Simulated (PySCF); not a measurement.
Vertical excitations of a molecule CH5F2NOSi from TDA-CAM-B3LYP/def2-SVPD in PySCF, as energy in eV (oscillator strength): 7.22 (0.051), 7.96 (0.018), 8.00 (0.055), 8.18 (0.020), 8.67 (0.019), 8.74 (0.017), 8.79 (0.007), 9.10 (0.005), 9.14 (0.034), 9.27 (0.050). Lowest triplet (TDA): 6.78 eV. Geometry: B3LYP-D3(BJ)/def2-SVP. The values are those of a single conformer.

**Question.** Pick the molecule that these values belong to.
A. NC[Si](O)(F)F
B. N[Si@](O)(F)CF
C. CN[Si](O)(F)F
D. CO[Si](N)(F)F

**Answer.** B, N[Si@](O)(F)CF
